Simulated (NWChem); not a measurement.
Species: CdHSeF; SMILES [F][Cd][SeH]

```xyz
4

Cd    -0.0102     0.7370    -0.0013
F     -0.0042     2.6719     0.0040
Se    -0.0270    -1.6967     0.0007
H      1.4462    -1.7376     0.0003
```
Atoms are numbered in this order, from 1.

Program: NWChem. Coordinates come from a PBE0/def2-SVP optimisation. No frequency run checked for a minimum. def2 effective core potentials on Cd; no spin-orbit coupling. Ions are spin-unrestricted doublets at the neutral geometry; other ion states weren't tried.

For level PBE/def2-SVP:

```
Property       Result
-------------  ------
−ε(HOMO) (eV)    5.99
```

### Question
How do the values read with level PBE0/def2-SVP instead?

### Answer
| Quantity | Result |
|---|---|
| −ε(HOMO) (eV) | 7.16 |
